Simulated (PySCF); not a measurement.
**Relaxation of quintet [RuCl3]+**

All numbers come from PySCF, UB3LYP, basis Ru def2-SVP with ECP28, Cl def2-SVP (scalar-relativistic core potentials, no spin–orbit coupling, density fitting). A (50,194) grid was used.

A hand-made T-shaped start, of C2v symmetry, held to at least that symmetry:

```xyz
4
charge 1 multiplicity 5, angstrom
Ru    0.0000    0.0000   -0.3971
Cl    0.0000    0.0000    1.7981
Cl    2.1939    0.0000   -0.3205
Cl   -2.1939    0.0000   -0.3205
```

What forces act on the atoms at the start (eV/Å)?


| atom | Fx | Fy | Fz |
| --- | --- | --- | --- |
| Ru1 | 0.00 | 0.00 | 1.10 |
| Cl2 | 0.00 | 0.00 | 0.48 |
| Cl3 | 0.74 | 0.00 | -0.79 |
| Cl4 | -0.74 | 0.00 | -0.79 |

What does it relax to?

It ends at C2v with Ru–Cl 2.176 Å, Ru–Cl 2.212 Å (×2); Cl–Ru–Cl 106.0° (×2), Cl–Ru–Cl 147.9° (after a last refinement on a finer grid). A frequency run shows a minimum.

How much energy is released, and in how many steps?

54.0 kJ/mol in 7 steps.

Open d and f shells are described by one determinant, and the ground state may have another occupation or spin.
